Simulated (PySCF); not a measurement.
# Bonding in `COC(=O)PC1CC1`

Species: C₅H₉O₂P.
Numbering: `[CH3:1][O:2][C:3](=[O:4])[PH:5][CH:6]1[CH2:7][CH2:8]1` (hydrogens: H9, H10, H11 on C1; H12 on P5; H13 on C6; H14, H15 on C7; H16, H17 on C8)

Cartesian coordinates in Å at the GFN2-xTB level; atoms count from 1:
```
atom  x, y, z in Å
C1     2.9559    0.3368    0.6013
O2     1.6889   -0.2993    0.7421
C3     1.1642   -0.8851   -0.3292
O4     1.6561   -0.9285   -1.4235
P5    -0.4221   -1.6892    0.1753
C6    -1.2530   -0.1819    0.8228
C7    -2.6866    0.0777    0.4640
C8    -1.6099    0.9588   -0.0848
H9     2.9674    1.1771    1.2920
H10    3.0888    0.6781   -0.4265
H11    3.7473   -0.3703    0.8551
H12   -0.9547   -1.6191   -1.1135
H13   -0.9443    0.0528    1.8355
H14   -3.1757   -0.6066   -0.2143
H15   -3.3408    0.4717    1.2273
H16   -1.3710    0.8756   -1.1358
H17   -1.5174    1.9636    0.3001
```

Bond orders from the PBE0/pcSseg-1 density (PySCF). Geometry: GFN2-xTB, one conformer, isolated molecule. GFN2-xTB frequencies show an imaginary mode (37i cm⁻¹), so this geometry is no minimum at that level.

How far do the computed orders between heavy atoms stray from the drawn ones?

The largest departure is 0.145, at C1–O2 (drawn single, 0.855). Drawn single, order below 0.88: C1–O2 (0.855) and C3–P5 (0.871).

Set the Mayer orders of the bonds between heavy atoms beside their lengths.

```
 bond  drawn as  length (Å)  Mayer order
C1–O2    single       1.425        0.855
O2–C3    single       1.329        1.086
C3–O4    double       1.201        1.919
C3–P5    single       1.849        0.871
P5–C6    single       1.839        0.952
C6–C7    single       1.500        0.949
C7–C8    single       1.496        0.973
C8–C6    single       1.501        0.930
```

By pair of heavy elements: C–O: lowest C1–O2 (0.855, 1.425 Å), highest C3–O4 (1.919, 1.201 Å). C–P: lowest C3–P5 (0.871, 1.849 Å), highest P5–C6 (0.952, 1.839 Å). C–C: lowest C8–C6 (0.930, 1.501 Å), highest C7–C8 (0.973, 1.496 Å).

And the bonds to hydrogen?

C–H: 0.94 to 0.97 (8 bonds); H–P: 0.95 (1 bond).

Sum the orders of all bonds at each heavy atom with more than one neighbour and set the sums beside the valence in the SMILES.

C1 3.751 (drawn 4), O2 1.941 (drawn 2), C3 3.876 (drawn 4), P5 2.771 (drawn 3), C6 3.770 (drawn 4), C7 3.834 (drawn 4), C8 3.811 (drawn 4). Orders between atoms that aren't bonded are not in these sums.

Mayer orders depend on the basis set.
